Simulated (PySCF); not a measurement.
Species: C3H8ClGa.
SMILES with atom numbers: `[CH3:1][CH:2]([CH3:3])[GaH:4][Cl:5]` (hydrogens: H6, H7, H8 on C1; H9 on C2; H10, H11, H12 on C3; H13 on Ga4)

Computed by this run: PBE0-D3(BJ)/def2-SVP geometry optimisation, gas phase (PySCF 2.14.0); density fitting, grid level 1; the optimiser is geomeTRIC in internal coordinates, started from a GFN2-xTB structure with every atom displaced at random (about 0.01 Å).

Step 3: E = -68116.1098 eV
```
atom  x, y, z in Å  |  force x, y, z in eV/Å
C1      0.3899   -1.1601   -0.8339    0.031   0.014  -0.058
C2     -0.0797    0.2334   -0.4401   -0.085   0.009   0.017
C3     -1.4083    0.1970    0.3250    0.040  -0.002   0.031
Ga4     1.2094    1.2162    0.6808    0.077   0.069   0.163
Cl5     2.5165   -0.0315    1.8947   -0.069   0.071  -0.050
H6      0.6308   -1.7725    0.0477    0.008  -0.016   0.049
H7     -0.3931   -1.6911   -1.4030    0.005  -0.004  -0.009
H8      1.2934   -1.1311   -1.4626   -0.002  -0.007   0.001
H9     -0.2208    0.8457   -1.3479   -0.012   0.003  -0.029
H10    -2.1998   -0.2673   -0.2862   -0.032  -0.033  -0.040
H11    -1.3278   -0.4030    1.2473    0.005   0.011  -0.006
H12    -1.7700    1.1992    0.6100    0.018  -0.004  -0.012
H13     1.3638    2.7556    0.9658    0.016  -0.111  -0.055
```

Step 4: E = -68116.1120 eV
```
atom  x, y, z in Å  |  force x, y, z in eV/Å
C1      0.3921   -1.1544   -0.8341    0.031   0.013  -0.030
C2     -0.0858    0.2372   -0.4383    0.008   0.007   0.006
C3     -1.4116    0.1934    0.3278    0.014  -0.022   0.005
Ga4     1.2122    1.2186    0.6820   -0.042  -0.002   0.032
Cl5     2.4914   -0.0382    1.9018    0.006   0.014   0.012
H6      0.6377   -1.7653    0.0483   -0.002  -0.006   0.026
H7     -0.3865   -1.6911   -1.4043   -0.002   0.002   0.001
H8      1.2953   -1.1207   -1.4632   -0.003   0.001   0.005
H9     -0.2298    0.8481   -1.3470   -0.012   0.006  -0.011
H10    -2.2001   -0.2765   -0.2844   -0.023  -0.017  -0.012
H11    -1.3262   -0.4056    1.2500    0.001   0.008   0.002
H12    -1.7767    1.1942    0.6116    0.001   0.001  -0.005
H13     1.3923    2.7508    0.9475    0.023  -0.006  -0.030
```

Step 5: E = -68116.1131 eV
```
atom  x, y, z in Å  |  force x, y, z in eV/Å
C1      0.3950   -1.1462   -0.8350    0.016  -0.005   0.003
C2     -0.0923    0.2415   -0.4345    0.043  -0.005  -0.003
C3     -1.4169    0.1863    0.3310   -0.015  -0.028  -0.022
Ga4     1.2122    1.2176    0.6853   -0.086   0.005  -0.071
Cl5     2.4656   -0.0423    1.9177    0.055  -0.043   0.057
H6      0.6421   -1.7583    0.0474   -0.008   0.006  -0.007
H7     -0.3795   -1.6852   -1.4088    0.000   0.002   0.009
H8      1.2989   -1.1059   -1.4627    0.001   0.003   0.007
H9     -0.2384    0.8533   -1.3428   -0.011   0.008   0.013
H10    -2.2029   -0.2896   -0.2822    0.004   0.002   0.015
H11    -1.3268   -0.4118    1.2530    0.000   0.002   0.007
H12    -1.7874    1.1849    0.6146   -0.014   0.002   0.001
H13     1.4346    2.7462    0.9148    0.016   0.049  -0.007
```

Q: Estimate the geometry and energy of step 6. (The exact step hangs on the optimiser's Hessian estimate; all steps are aligned on step 5, rigid shifts and turns removed.)

A: E = -68116.1140 eV, largest force 0.129 eV/Å
```
atom  x, y, z in Å  |  force x, y, z in eV/Å
C1      0.3980   -1.1385   -0.8355    0.000  -0.006   0.017
C2     -0.0973    0.2456   -0.4306    0.033  -0.009   0.000
C3     -1.4222    0.1788    0.3334   -0.020  -0.017  -0.020
Ga4     1.2127    1.2189    0.6861   -0.078   0.015  -0.102
Cl5     2.4420   -0.0494    1.9328    0.062  -0.053   0.060
H6      0.6442   -1.7526    0.0462   -0.006   0.011  -0.018
H7     -0.3732   -1.6784   -1.4130    0.001   0.001   0.007
H8      1.3032   -1.0923   -1.4607    0.005   0.003   0.006
H9     -0.2467    0.8595   -1.3371   -0.008   0.005   0.018
H10    -2.2047   -0.3034   -0.2801    0.018   0.008   0.020
H11    -1.3279   -0.4179    1.2559    0.000   0.000   0.007
H12    -1.8006    1.1746    0.6167   -0.014  -0.001   0.001
H13     1.4767    2.7457    0.8834    0.006   0.044   0.004
```

The energy changes by -0.0009 eV. The first-order estimate −F·Δx gives -0.0011 eV and the mean of the old and new forces, exact on a quadratic surface, -0.0006 eV. The step makes an angle of 85° with the force vector and moves no atom by more than 0.053 Å.

The cost below is that of the whole optimisation. The run took 2.6 min of wall time on Arm Neoverse N1, one thread, no GPU, shared host with 64 logical CPUs at a one-minute load of 61, and the process peaked at 0.51 GiB of memory.
